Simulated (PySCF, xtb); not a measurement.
Mo(NH)(S)(Cl)(NH2) (ClH3MoN2S), SMILES [Mo](=[NH])([Cl])(=[S])[NH2], multiplicity 1. One conformer was computed; it need not be the lowest.

Harmonic wavenumbers (cm⁻¹) from GFN2-xTB run with xtb at its own minimum, in rising order: 124, 131, 165, 179, 200, 318, 330, 505, 520, 564, 567, 606, 649, 995, 1451, 3286, 3320, 3417.

Problem. What does B3LYP-D3(BJ)/def2-SVP run with PySCF give at its own minimum? (Estimate from the structure and the level; the computed values follow.)

Solution. 141, 161, 191, 221, 255, 390, 407, 498, 540, 569, 605, 678, 741, 1003, 1500, 3533, 3564, 3639. Paired by order, the mean absolute difference is 73 cm⁻¹ and the zero-point energies are 24.8 and 26.6 kcal/mol.
